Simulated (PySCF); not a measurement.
A structure optimised at PBE-D3(BJ)/def2-SVP, used in a PySCF frequency run:

```
S
C 1 1.8354
H 2 1.1068 1 106.46
H 2 1.1080 3 108.59 1 -120.40
H 2 1.1080 3 108.59 4 -119.21
Ge 1 2.2385 2 99.25 3 180.00
H 6 1.5474 1 105.95 2 180.00
H 6 1.5548 7 110.66 1 119.63
H 6 1.5548 7 110.66 8 120.74
```

Question: Write its SMILES, formula and point group.

Answer: C[S][GeH3], CH₆GeS, Cs

Question: What are its rotational constants (standard atomic weights)?

Answer: 13.047, 2.7114, 2.3466 GHz
